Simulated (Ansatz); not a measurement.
System: ZrO₂, charge -1, multiplicity 2. The spin state was set by rule; other spins were not relaxed. 
Coordinates optimised at B3LYP-D3(BJ)/def2-TZVP (Ansatz, a first-principles code):
```xyz
3

Zr    -0.1128    -0.2072    -0.1793
O      1.3987     0.7381    -0.5087
O     -0.8347     0.2977     1.4052
```
Charge -1, spin multiplicity 2.

Total electronic energies in hartree. Cores are frozen in the correlated levels unless marked. UHF or UKS for open shells. Spin-orbit coupling is left out. The frozen core is the preceding noble-gas configuration, with the filled d and f shells of earlier blocks. Past Kr the def2 sets carry scalar-relativistic core potentials. Basis-set limits of correlation are two-point, X^-3; Hartree-Fock from the larger set. The bracket is a focal-point correction in the basis named.

```
level                                                                 program  energy (Eh)
-------------------------------------------------------------  --------------  -----------
r2SCAN/def2-TZVPD                                                      Ansatz          ___
B3LYP-D3(BJ)/def2-TZVPD                                        Ansatz + dftd3   -197.69843
PBE0/def2-SVP                                                          Ansatz          ___
PBE0-D4/def2-TZVP                                              Ansatz + dftd4          ___
LC-wPBE-D3(BJ)/def2-TZVPD                                      Ansatz + dftd3   -197.58618
wB97M-V/def2-TZVPD                                                     Ansatz   -197.54508
B2PLYP-D3(BJ)/def2-TZVPD                                       Ansatz + dftd3   -197.44076
MP2/def2-SVPD                                                          Ansatz   -196.73732
RI-MP2/CBS(def2-TZVPPD,def2-QZVPPD)+[CCSD(T)-MP2]/def2-TZVPPD          Ansatz    -197.1072
```

### Question
Complete the blanks.

### Answer

- r2SCAN/def2-TZVPD, energy (Eh): -197.63280
- PBE0/def2-SVP, energy (Eh): -197.29871
- PBE0-D4/def2-TZVP, energy (Eh): -197.49926
